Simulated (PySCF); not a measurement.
CH7Cl2NSi2 (SMILES C[SiH2]N[SiH](Cl)Cl), singlet, geometry from GFN2-xTB; CASSCF(2,3)/STO-3G run with PySCF.

Input for PySCF:
```python
from pyscf import gto, scf, mcscf, mp
import numpy

mol = gto.M(
    atom='''
Si    0.92243499   -0.44924558    0.29613087
Cl    1.97985342   -1.14415994   -1.27010479
Cl    1.45151996    1.43077180    0.74944620
N    -0.73267976   -0.45088264   -0.15932778
Si   -2.05532492    0.51412715    0.45433851
C    -3.62753922   -0.22916581   -0.29268547
H     1.19589558   -1.29068274    1.45181135
H    -0.98966460   -1.13475271   -0.85312861
H    -2.03773601    0.40718811    1.91651575
H    -1.87047623    1.90616551    0.03523012
H    -4.50140020    0.31462634    0.04953430
H    -3.75621218   -1.26892392   -0.00591330
H    -3.61930122   -0.18319073   -1.37801802
''',
    basis='sto-3g',
    verbose=4,
)

mf = scf.RHF(mol)
mf.kernel()
mc = mcscf.CASSCF(mf, 3, 2)
mc.fix_spin_(ss=0.0)
noons, natorbs = mcscf.addons.make_natural_orbitals(mp.MP2(mf).run())
mc.kernel(natorbs)
occ = numpy.linalg.eigvalsh(mc.fcisolver.make_rdm1(mc.ci, mc.ncas, mc.nelecas))[::-1]
ss = mc.fcisolver.spin_square(mc.ci, mc.ncas, mc.nelecas)[0]
print('natural occupations', occ.round(4), ' <S^2>', round(ss, 4))
```

The log (banner, timings and long lists left out):

```
PySCF version 2.14.0

[INPUT] verbose = 4
[INPUT] num. atoms = 13
[INPUT] num. electrons = 82
[INPUT] charge = 0
[INPUT] spin (= nelec alpha-beta = 2S) = 0
[INPUT] symmetry False subgroup None
[INPUT] Mole.unit = angstrom
[INPUT] Symbol           X                Y                Z      unit          X                Y                Z       unit  Magmom
[INPUT]  1 Si     0.922434990000  -0.449245580000   0.296130870000 AA    1.743149498816  -0.848951108871   0.559606241329 Bohr   0.0
[INPUT]  2 Cl     1.979853420000  -1.144159940000  -1.270104790000 AA    3.741380730583  -2.162148929299  -2.400150202598 Bohr   0.0
[INPUT]  3 Cl     1.451519960000   1.430771800000   0.749446200000 AA    2.742975188740   2.703766848751   1.416248063096 Bohr   0.0
[INPUT]  4 N     -0.732679760000  -0.450882640000  -0.159327780000 AA   -1.384564083412  -0.852044703921  -0.301085868235 Bohr   0.0
[INPUT]  5 Si    -2.055324920000   0.514127150000   0.454338510000 AA   -3.884001195794   0.971559506703   0.858575351743 Bohr   0.0
[INPUT]  6 C     -3.627539220000  -0.229165810000  -0.292685470000 AA   -6.855055631918  -0.433060618014  -0.553095378940 Bohr   0.0
[INPUT]  7 H      1.195895580000  -1.290682740000   1.451811350000 AA    2.259915119778  -2.439036892303   2.743525836035 Bohr   0.0
[INPUT]  8 H     -0.989664600000  -1.134752710000  -0.853128610000 AA   -1.870195049177  -2.144371841008  -1.612179421931 Bohr   0.0
[INPUT]  9 H     -2.037736010000   0.407188110000   1.916515750000 AA   -3.850762973064   0.769474009079   3.621689880915 Bohr   0.0
[INPUT] 10 H     -1.870476230000   1.906165510000   0.035230120000 AA   -3.534687797209   3.602130761992   0.066575278136 Bohr   0.0
[INPUT] 11 H     -4.501400200000   0.314626340000   0.049534300000 AA   -8.506413555062   0.594557614174   0.093606260772 Bohr   0.0
[INPUT] 12 H     -3.756212180000  -1.268923920000  -0.005913300000 AA   -7.098212285955  -2.397918681710  -0.011174517492 Bohr   0.0
[INPUT] 13 H     -3.619301220000  -0.183190730000  -1.378018020000 AA   -6.839488068104  -0.346180308259  -2.604076652515 Bohr   0.0

nuclear repulsion = 525.430099831814
number of shells = 33
number of NR pGTOs = 159
number of NR cGTOs = 53
basis = sto-3g
ecp = {}

******** <class 'pyscf.scf.hf.RHF'> ********
method = RHF
initial guess = minao
damping factor = 0
level_shift factor = 0
DIIS = <class 'pyscf.scf.diis.CDIIS'>
diis_start_cycle = 1
diis_space = 8
diis_damp = 0
SCF conv_tol = 1e-09
SCF conv_tol_grad = None
SCF max_cycles = 50
direct_scf = True
direct_scf_tol = 1e-13
Set gradient conv threshold to 3.16228e-05
Initial guess from minao.
init E= -1575.4889408137
  HOMO = -0.31706884467723  LUMO = 0.137468268395448  gap/eV = 12.36858
cycle= 1 E= -1575.68693217759  delta_E= -0.198  |g|= 0.437  |ddm|= 4.16
  HOMO = -0.252636320349337  LUMO = 0.290661907767209  gap/eV = 14.78390
cycle= 2 E= -1575.76328242244  delta_E= -0.0764  |g|= 0.124  |ddm|= 0.925
  HOMO = -0.328334490437106  LUMO = 0.320043096995505  gap/eV = 17.64325
cycle= 3 E= -1575.76880456688  delta_E= -0.00552  |g|= 0.0272  |ddm|= 0.222
  HOMO = -0.315103523876339  LUMO = 0.324695414283337  gap/eV = 17.40982
cycle= 4 E= -1575.76921264276  delta_E= -0.000408  |g|= 0.00509  |ddm|= 0.0662
  HOMO = -0.318464133381894  LUMO = 0.32256963007414  gap/eV = 17.44342
cycle= 5 E= -1575.7692316156  delta_E= -1.9e-05  |g|= 0.000997  |ddm|= 0.0165
  HOMO = -0.318474571851215  LUMO = 0.322567514810459  gap/eV = 17.44364
cycle= 6 E= -1575.76923245086  delta_E= -8.35e-07  |g|= 0.000211  |ddm|= 0.00362
  HOMO = -0.318493710952188  LUMO = 0.322573578096426  gap/eV = 17.44433
cycle= 7 E= -1575.76923248513  delta_E= -3.43e-08  |g|= 5.35e-05  |ddm|= 0.000723
  HOMO = -0.318501436407419  LUMO = 0.322568609026198  gap/eV = 17.44440
cycle= 8 E= -1575.76923248736  delta_E= -2.23e-09  |g|= 1.62e-05  |ddm|= 0.000173
  HOMO = -0.318502713359023  LUMO = 0.322567041998117  gap/eV = 17.44440
cycle= 9 E= -1575.76923248762  delta_E= -2.63e-10  |g|= 2.63e-06  |ddm|= 6.96e-05
  HOMO = -0.318502460514024  LUMO = 0.322567258251319  gap/eV = 17.44440
Extra cycle  E= -1575.76923248762  delta_E= 3.64e-12  |g|= 1.15e-06  |ddm|= 6.47e-06
converged SCF energy = -1575.76923248762

******** <class 'pyscf.mp.mp2.RMP2'> ********
nocc = 41, nmo = 53
E(RMP2) = -1575.95323163081  E_corr = -0.183999143192205
E(SCS-RMP2) = -1575.96931862017  E_corr = -0.20008613255213
E_corr(same-spin) = -0.0238994299367493
E_corr(oppo-spin) = -0.160099713255456

******** <class 'pyscf.mcscf.mc1step.CASSCF'> ********
CAS (1e+1e, 3o), ncore = 40, nvir = 10
max_cycle_macro = 50
max_cycle_micro = 4
conv_tol = 1e-07
conv_tol_grad = None
orbital rotation max_stepsize = 0.02
orbital rotation threshold for CI restart = 0.01
augmented hessian ah_max_cycle = 30
augmented hessian ah_conv_tol = 1e-12
augmented hessian ah_linear dependence = 1e-14
augmented hessian ah_level shift = 1e-08
augmented hessian ah_start_tol = 2.5
augmented hessian ah_start_cycle = 3
augmented hessian ah_grad_trust_region = 3
kf_trust_region = 3
kf_interval = 4
ci_response_space = 4
ci_grad_trust_region = 3
with_dep4 0
natorb = False
canonicalization = True
sorting_mo_energy = False
ao2mo_level = 2
internal_rotation = False
******** <class 'pyscf.fci.addons.SpinPenaltyFCISolver'> ********
max. cycles = 50
conv_tol = 1e-08
davidson only = True
linear dependence = 1e-12
level shift = 0.001
max iter space = 12
nroots = 1
pspace_size = 400
spin = None
CASCI E = -1575.77319272755  S^2 = 0.0000000
Set conv_tol_grad to 0.000316228
macro iter   1 ( 21 JK    4 micro), CASSCF E = -1575.77800152197  dE = -4.80879442e-03  S^2 = 0.0000000
               |grad[o]|=0.00887  |grad[c]|=0.0116  |ddm|=0.00737  |maxRot[o]|=0.207
macro iter   2 ( 21 JK    4 micro), CASSCF E = -1575.77960854019  dE = -1.60701822e-03  S^2 = 0.0000000
               |grad[o]|=0.00703  |grad[c]|=0.0189  |ddm|=0.006  |maxRot[o]|=0.176
macro iter   3 ( 21 JK    4 micro), CASSCF E = -1575.78083695150  dE = -1.22841131e-03  S^2 = 0.0000000
               |grad[o]|=0.00572  |grad[c]|=0.0201  |ddm|=0.00747  |maxRot[o]|=0.286
macro iter   4 ( 19 JK    4 micro), CASSCF E = -1575.78123777854  dE = -4.00827038e-04  S^2 = 0.0000000
               |grad[o]|=0.00336  |grad[c]|=0.00784  |ddm|=0.00611  |maxRot[o]|=0.224
macro iter   5 ( 18 JK    4 micro), CASSCF E = -1575.78128753065  dE = -4.97521123e-05  S^2 = 0.0000000
               |grad[o]|=0.002  |grad[c]|=0.0032  |ddm|=0.00096  |maxRot[o]|=0.0393
macro iter   6 ( 16 JK    4 micro), CASSCF E = -1575.78124321047  dE =  4.43201850e-05  S^2 = 0.0000000
               |grad[o]|=0.000807  |grad[c]|=0.00641  |ddm|=0.00302  |maxRot[o]|=0.0514
macro iter   7 ( 19 JK    4 micro), CASSCF E = -1575.78132351937  dE = -8.03088979e-05  S^2 = 0.0000000
               |grad[o]|=0.0016  |grad[c]|=0.0026  |ddm|=0.000884  |maxRot[o]|=0.0501
macro iter   8 (  8 JK    2 micro), CASSCF E = -1575.78133203551  dE = -8.51614368e-06  S^2 = 0.0000000
               |grad[o]|=0.000588  |grad[c]|=0.00028  |ddm|=3.39e-05  |maxRot[o]|=0.0117
macro iter   9 (  3 JK    1 micro), CASSCF E = -1575.78133210821  dE = -7.26997769e-08  S^2 = 0.0000000
               |grad[o]|=5.61e-05  |grad[c]|=5.07e-05  |ddm|=2.21e-05  |maxRot[o]|=0.00097
1-step CASSCF converged in   9 macro (146 JK  31 micro) steps
CASSCF canonicalization
Density matrix diagonal elements [1.98408617e+00 1.45166422e-02 1.39718744e-03]
CASSCF energy = -1575.78133210821
CASCI E = -1575.78133210821  E(CI) = -1.80385748478147  S^2 = 0.0000000
natural occupations [1.9842e+00 1.5100e-02 8.0000e-04]  <S^2> 0.0
```
